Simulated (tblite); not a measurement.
A geometry optimisation, step by step.

C4H7O3 (doublet state).
SMILES with atom numbers: `[CH3:1][O:2][C:3]1[CH2:4][O:5][CH2:6][O:7]1` (hydrogens: H8, H9, H10 on C1; H11, H12 on C4; H13, H14 on C6)

Computed with GFN2-xTB (tblite), gas phase: L-BFGS steps from a force-field or distance-geometry start until the largest atomic force falls under 0.01 eV/Å. 14 of its 114 geometries are shown.

Step 0: E = -659.5381 eV, largest atomic force 1.424 eV/Å
```
atom  x, y, z in Å  |  force x, y, z in eV/Å
C1      2.295   -0.057    0.621    0.285  -0.123  -0.689
O2      1.071    0.520    1.041    0.798   0.569  -0.316
C3      0.179    0.270    0.039   -0.331   0.433   1.316
C4     -1.063    1.125    0.072    0.167   0.112  -0.853
O5     -1.955    0.289    0.746   -0.784  -0.068   0.784
C6     -1.630   -0.975    0.283   -0.302  -0.598   0.740
O7     -0.245   -1.039    0.154   -0.110  -0.456  -0.936
H8      2.033   -0.847   -0.115    0.553   0.068   0.539
H9      2.804    0.747    0.056    0.414  -0.402   0.378
H10     2.876   -0.463    1.456   -0.206   0.325  -0.204
H11    -0.938    2.105    0.539   -0.093  -0.349   0.056
H12    -1.428    1.213   -0.966    0.048   0.423  -0.107
H13    -2.097   -1.136   -0.694   -0.210  -0.325  -0.290
H14    -1.902   -1.752    1.028   -0.229   0.389  -0.420
```

Step 9: E = -659.9782 eV, largest atomic force 0.277 eV/Å
```
atom  x, y, z in Å  |  force x, y, z in eV/Å
C1      2.403   -0.037    0.575   -0.045  -0.071   0.020
O2      1.183    0.617    0.916    0.100   0.065  -0.214
C3      0.131    0.303    0.110   -0.016  -0.198   0.045
C4     -1.117    1.130    0.103    0.028  -0.010  -0.057
O5     -2.078    0.264    0.704    0.090   0.081   0.049
C6     -1.710   -1.009    0.269   -0.040   0.116   0.012
O7     -0.304   -1.021    0.090   -0.023  -0.114   0.063
H8      2.187   -0.897   -0.057    0.110  -0.046  -0.034
H9      3.072    0.660    0.052   -0.174  -0.072   0.075
H10     2.885   -0.381    1.492   -0.075   0.103   0.020
H11    -1.033    2.083    0.620   -0.113  -0.127   0.163
H12    -1.407    1.288   -0.944   -0.101   0.226  -0.124
H13    -2.210   -1.246   -0.692    0.173  -0.031  -0.012
H14    -2.001   -1.754    1.019    0.086   0.077  -0.007
```

Step 17: E = -660.0363 eV, largest atomic force 0.181 eV/Å
```
atom  x, y, z in Å  |  force x, y, z in eV/Å
C1      2.413   -0.053    0.560   -0.023   0.047   0.010
O2      1.196    0.650    0.792    0.060   0.034  -0.083
C3      0.116    0.285    0.050    0.009  -0.078   0.039
C4     -1.131    1.133    0.093    0.025   0.018   0.042
O5     -2.095    0.262    0.664   -0.045   0.022   0.004
C6     -1.711   -1.017    0.276   -0.016   0.028  -0.014
O7     -0.308   -1.040    0.151    0.003  -0.038  -0.008
H8      2.265   -0.955   -0.041   -0.088   0.122   0.101
H9      3.104    0.626    0.050   -0.019  -0.090   0.002
H10     2.832   -0.326    1.532   -0.067   0.019  -0.067
H11    -1.065    2.021    0.717    0.152   0.056   0.032
H12    -1.429    1.417   -0.929   -0.042   0.010   0.023
H13    -2.163   -1.270   -0.703    0.036  -0.134   0.006
H14    -2.024   -1.732    1.045    0.015  -0.016  -0.089
```

Step 26: E = -660.0609 eV, largest atomic force 0.072 eV/Å
```
atom  x, y, z in Å  |  force x, y, z in eV/Å
C1      2.396   -0.044    0.552   -0.009   0.024  -0.002
O2      1.204    0.713    0.683    0.013  -0.013  -0.022
C3      0.105    0.276    0.008    0.006  -0.014   0.031
C4     -1.129    1.134    0.103   -0.026   0.013   0.010
O5     -2.111    0.253    0.627    0.000  -0.002  -0.010
C6     -1.704   -1.032    0.272    0.031   0.014   0.004
O7     -0.300   -1.046    0.201    0.031  -0.018  -0.028
H8      2.229   -0.967   -0.004   -0.028   0.033   0.057
H9      3.133    0.577    0.035    0.019  -0.063  -0.002
H10     2.764   -0.278    1.555   -0.038  -0.007  -0.056
H11    -0.988    1.978    0.781   -0.052   0.009   0.032
H12    -1.444    1.506   -0.883    0.007  -0.002  -0.039
H13    -2.116   -1.331   -0.713    0.021   0.037   0.036
H14    -2.039   -1.738    1.040    0.024  -0.009  -0.012
```

Step 35: E = -660.0691 eV, largest atomic force 0.126 eV/Å
```
atom  x, y, z in Å  |  force x, y, z in eV/Å
C1      2.375   -0.050    0.546    0.018  -0.040   0.020
O2      1.220    0.765    0.623    0.057  -0.044  -0.014
C3      0.105    0.301   -0.005   -0.009   0.028   0.049
C4     -1.138    1.141    0.115   -0.076   0.029   0.007
O5     -2.110    0.241    0.621   -0.003  -0.026   0.002
C6     -1.674   -1.036    0.272    0.040  -0.003  -0.026
O7     -0.271   -1.025    0.212    0.031  -0.009   0.000
H8      2.164   -0.991    0.037    0.003   0.033  -0.015
H9      3.153    0.505    0.011   -0.020  -0.063   0.035
H10     2.709   -0.267    1.562    0.032   0.038  -0.001
H11    -1.026    1.971    0.814    0.042   0.043   0.014
H12    -1.441    1.530   -0.866   -0.100   0.035  -0.068
H13    -2.070   -1.335   -0.719   -0.012  -0.019   0.022
H14    -1.998   -1.751    1.036   -0.003  -0.002  -0.025
```

Step 43: E = -660.0742 eV, largest atomic force 0.032 eV/Å
```
atom  x, y, z in Å  |  force x, y, z in eV/Å
C1      2.363   -0.066    0.546    0.014   0.006   0.005
O2      1.238    0.793    0.585    0.006  -0.003  -0.007
C3      0.103    0.331   -0.012    0.007  -0.004  -0.010
C4     -1.153    1.154    0.121   -0.019  -0.004   0.001
O5     -2.108    0.230    0.620    0.005  -0.005   0.031
C6     -1.647   -1.038    0.268   -0.007   0.004  -0.008
O7     -0.247   -1.001    0.216   -0.003  -0.017  -0.017
H8      2.125   -1.012    0.061   -0.006   0.010   0.023
H9      3.165    0.440    0.003    0.006   0.002  -0.005
H10     2.686   -0.255    1.572   -0.005  -0.004   0.007
H11    -1.047    1.981    0.827    0.014  -0.002   0.008
H12    -1.479    1.548   -0.853   -0.011   0.005  -0.023
H13    -2.035   -1.344   -0.724   -0.012   0.006  -0.006
H14    -1.965   -1.762    1.026    0.011   0.004   0.000
```

Step 52: E = -660.0767 eV, largest atomic force 0.086 eV/Å
```
atom  x, y, z in Å  |  force x, y, z in eV/Å
C1      2.357   -0.069    0.564    0.015   0.000  -0.023
O2      1.233    0.794    0.596    0.035  -0.059   0.000
C3      0.109    0.343   -0.033    0.039  -0.010   0.006
C4     -1.154    1.154    0.119   -0.020  -0.025   0.021
O5     -2.075    0.224    0.672   -0.019   0.006   0.017
C6     -1.637   -1.033    0.264   -0.028   0.034  -0.007
O7     -0.237   -0.996    0.153   -0.024   0.000  -0.020
H8      2.111   -1.021    0.093   -0.003   0.017   0.018
H9      3.156    0.425    0.003   -0.015  -0.020   0.040
H10     2.690   -0.252    1.589   -0.040   0.062  -0.045
H11    -1.038    1.998    0.802    0.003  -0.008  -0.018
H12    -1.521    1.511   -0.856    0.018   0.021   0.010
H13    -2.067   -1.305   -0.722    0.011  -0.012   0.023
H14    -1.928   -1.775    1.014    0.028  -0.005  -0.022
```

Step 61: E = -660.0804 eV, largest atomic force 0.016 eV/Å
```
atom  x, y, z in Å  |  force x, y, z in eV/Å
C1      2.343   -0.076    0.577    0.002   0.003   0.000
O2      1.240    0.809    0.525    0.009  -0.005   0.002
C3      0.108    0.358   -0.089    0.007   0.000   0.001
C4     -1.156    1.155    0.130   -0.002  -0.005   0.003
O5     -2.038    0.211    0.721   -0.012   0.001  -0.004
C6     -1.620   -1.032    0.254    0.001   0.004  -0.003
O7     -0.226   -0.986    0.075    0.005  -0.005  -0.010
H8      2.086   -1.054    0.172   -0.004   0.004   0.011
H9      3.169    0.359    0.006   -0.015  -0.004   0.003
H10     2.642   -0.181    1.622    0.010   0.002  -0.008
H11    -1.014    1.995    0.812    0.000  -0.003   0.005
H12    -1.572    1.516   -0.822    0.001   0.008  -0.005
H13    -2.095   -1.276   -0.717   -0.004  -0.007   0.005
H14    -1.867   -1.801    0.992    0.003   0.006   0.000
```

Step 70: E = -660.0814 eV, largest atomic force 0.047 eV/Å
```
atom  x, y, z in Å  |  force x, y, z in eV/Å
C1      2.336   -0.080    0.588    0.001  -0.005  -0.011
O2      1.240    0.811    0.529   -0.027  -0.010   0.035
C3      0.111    0.374   -0.106   -0.003  -0.027   0.006
C4     -1.155    1.161    0.131   -0.014  -0.003   0.019
O5     -2.029    0.205    0.718   -0.026  -0.004   0.012
C6     -1.611   -1.033    0.242    0.008   0.000  -0.001
O7     -0.222   -0.973    0.020    0.004  -0.030   0.000
H8      2.061   -1.070    0.228   -0.005  -0.013  -0.018
H9      3.151    0.326   -0.016    0.012  -0.019  -0.004
H10     2.659   -0.153    1.629   -0.007   0.046  -0.006
H11    -1.014    1.988    0.826    0.011   0.042   0.009
H12    -1.584    1.532   -0.811    0.015   0.019  -0.027
H13    -2.113   -1.290   -0.712    0.011   0.005   0.004
H14    -1.829   -1.799    0.992    0.020  -0.001  -0.018
```

Step 78: E = -660.0845 eV, largest atomic force 0.045 eV/Å
```
atom  x, y, z in Å  |  force x, y, z in eV/Å
C1      2.320   -0.091    0.608    0.010  -0.006  -0.002
O2      1.215    0.789    0.607    0.009  -0.008  -0.002
C3      0.115    0.400   -0.108    0.006  -0.020   0.022
C4     -1.154    1.176    0.133    0.001  -0.012   0.006
O5     -2.036    0.202    0.679    0.016  -0.015  -0.013
C6     -1.597   -1.037    0.215    0.001  -0.003  -0.008
O7     -0.221   -0.948   -0.083   -0.034   0.017   0.025
H8      2.019   -1.102    0.331    0.001   0.007   0.022
H9      3.080    0.272   -0.091   -0.014  -0.006  -0.006
H10     2.731   -0.092    1.619    0.005   0.022  -0.021
H11    -1.021    1.984    0.853    0.003   0.009   0.009
H12    -1.565    1.578   -0.804   -0.009  -0.012  -0.007
H13    -2.137   -1.344   -0.701    0.011   0.027   0.003
H14    -1.751   -1.786    1.000   -0.007   0.001  -0.025
```

Step 87: E = -660.0931 eV, largest atomic force 0.192 eV/Å
```
atom  x, y, z in Å  |  force x, y, z in eV/Å
C1      2.306   -0.105    0.627    0.088   0.004   0.088
O2      1.210    0.786    0.639    0.055   0.000   0.044
C3      0.120    0.427   -0.106    0.001  -0.046   0.015
C4     -1.157    1.184    0.152   -0.003  -0.026   0.040
O5     -2.034    0.188    0.664    0.032  -0.028   0.000
C6     -1.580   -1.033    0.170   -0.010  -0.042   0.006
O7     -0.208   -0.920   -0.135   -0.066  -0.043  -0.043
H8      1.972   -1.147    0.571    0.052   0.174  -0.062
H9      2.968    0.135   -0.215   -0.081  -0.128   0.048
H10     2.848    0.054    1.564   -0.071   0.027  -0.109
H11    -1.034    1.965    0.902   -0.003   0.060  -0.020
H12    -1.570    1.603   -0.775    0.003   0.047  -0.012
H13    -2.131   -1.336   -0.739    0.050   0.047  -0.047
H14    -1.708   -1.802    0.939   -0.046  -0.045   0.053
```

Step 96: E = -660.1152 eV, largest atomic force 0.057 eV/Å
```
atom  x, y, z in Å  |  force x, y, z in eV/Å
C1      2.344   -0.078    0.614   -0.006  -0.014  -0.011
O2      1.222    0.777    0.675   -0.021   0.000   0.000
C3      0.118    0.371   -0.020   -0.009  -0.004   0.006
C4     -1.154    1.157    0.185   -0.015  -0.014   0.010
O5     -2.071    0.179    0.660    0.022  -0.016  -0.007
C6     -1.624   -1.036    0.147    0.017  -0.008  -0.016
O7     -0.221   -0.980    0.040   -0.033   0.026   0.012
H8      2.045   -1.121    0.744    0.028   0.036   0.002
H9      2.858    0.036   -0.348   -0.021  -0.030   0.043
H10     3.003    0.232    1.423    0.002  -0.007  -0.030
H11    -1.049    1.946    0.931    0.007  -0.007   0.006
H12    -1.518    1.588   -0.760    0.007  -0.001  -0.003
H13    -2.046   -1.226   -0.860   -0.007  -0.007   0.011
H14    -1.908   -1.846    0.827    0.029   0.044  -0.022
```

Step 104: E = -660.1205 eV, largest atomic force 0.075 eV/Å
```
atom  x, y, z in Å  |  force x, y, z in eV/Å
C1      2.332   -0.083    0.631    0.010  -0.014  -0.010
O2      1.220    0.781    0.693   -0.017  -0.005  -0.026
C3      0.120    0.387   -0.015   -0.023  -0.022  -0.003
C4     -1.157    1.159    0.206   -0.052  -0.015   0.019
O5     -2.071    0.163    0.646    0.044   0.034  -0.025
C6     -1.612   -1.036    0.106    0.032   0.004   0.014
O7     -0.210   -0.966    0.004   -0.048   0.030   0.000
H8      2.064   -1.099    0.931   -0.025   0.017   0.024
H9      2.745   -0.114   -0.381   -0.003   0.000  -0.049
H10     3.068    0.334    1.312    0.050  -0.003   0.056
H11    -1.057    1.925    0.979   -0.010  -0.003  -0.019
H12    -1.520    1.616   -0.727    0.024   0.012   0.015
H13    -2.035   -1.212   -0.903    0.013  -0.001   0.028
H14    -1.888   -1.855    0.776    0.005  -0.036  -0.025
```

Step 113: E = -660.1240 eV, largest atomic force 0.009 eV/Å
```
atom  x, y, z in Å  |  force x, y, z in eV/Å
C1      2.309   -0.091    0.647    0.008   0.001  -0.002
O2      1.238    0.825    0.625    0.003   0.000   0.002
C3      0.120    0.420   -0.047   -0.006   0.002   0.005
C4     -1.167    1.162    0.227   -0.004  -0.002   0.002
O5     -2.050    0.137    0.659   -0.001   0.004   0.000
C6     -1.578   -1.038    0.080    0.003   0.005  -0.001
O7     -0.181   -0.940   -0.035    0.005  -0.001  -0.004
H8      2.003   -1.039    1.097    0.002   0.004  -0.003
H9      2.678   -0.284   -0.365   -0.003  -0.003   0.008
H10     3.091    0.375    1.244   -0.004  -0.002  -0.004
H11    -1.064    1.909    1.017    0.001  -0.005  -0.004
H12    -1.558    1.641   -0.684    0.001  -0.001   0.002
H13    -2.010   -1.190   -0.929   -0.002  -0.002  -0.005
H14    -1.831   -1.887    0.722   -0.002  -0.001   0.005
```

Q: Summarise the path.

A: The energy falls by 13.51 kcal/mol from step 0 to step 113; nine tenths of that is first reached at step 32. It rises by more than 0.2 meV at step 92. The largest force goes from 1.424 to 0.009 eV/Å. Among the bonds C4–O5 changes most, from 1.396 to 1.421 Å; the atoms move by 0.584 Å rms after alignment.

Q: Follow the three bonds and two angles with the largest change from start to end.

A: 
```csv
step,E above end (kcal/mol),largest force (eV/Å),C4–O5 (Å),C1–H8 (Å),C6–H14 (Å),C1–O2–C3 (°),O2–C3–O7 (°)
0,13.51,1.424,1.396,1.111,1.111,105.8,108.3
5,6.10,0.567,1.423,1.094,1.094,109.6,118.5
10,3.14,0.277,1.428,1.084,1.093,115.0,117.9
15,2.27,0.240,1.417,1.096,1.095,116.7,118.8
20,1.75,0.217,1.422,1.085,1.094,118.0,117.2
25,1.48,0.088,1.419,1.091,1.095,117.6,118.0
29,1.40,0.067,1.419,1.088,1.095,117.5,118.4
34,1.30,0.101,1.418,1.090,1.095,116.8,118.3
39,1.17,0.073,1.419,1.089,1.094,116.5,117.9
44,1.15,0.030,1.420,1.089,1.094,116.3,117.5
49,1.13,0.046,1.420,1.089,1.094,116.3,117.4
54,1.06,0.103,1.420,1.090,1.095,116.2,117.7
59,1.01,0.037,1.421,1.089,1.094,117.3,117.6
64,1.00,0.018,1.421,1.089,1.094,117.2,117.8
69,0.99,0.045,1.421,1.089,1.094,117.4,117.7
74,0.93,0.044,1.422,1.091,1.096,117.0,117.6
79,0.91,0.036,1.422,1.090,1.097,116.8,117.5
84,0.85,0.105,1.425,1.089,1.095,116.7,117.6
88,0.63,0.185,1.418,1.090,1.098,116.1,116.7
93,0.26,0.089,1.423,1.092,1.095,116.1,117.3
98,0.19,0.058,1.420,1.092,1.094,116.0,117.6
103,0.11,0.160,1.421,1.097,1.093,115.7,117.6
108,0.04,0.059,1.419,1.093,1.095,115.9,117.6
113,0.00,0.009,1.421,1.093,1.094,115.9,117.5
```

What follows is the cost of the whole relaxation. On one thread, Arm Neoverse V2 (aarch64), no GPU, shared host with 96 logical CPUs at a one-minute load of 82, this took 0.47 s.
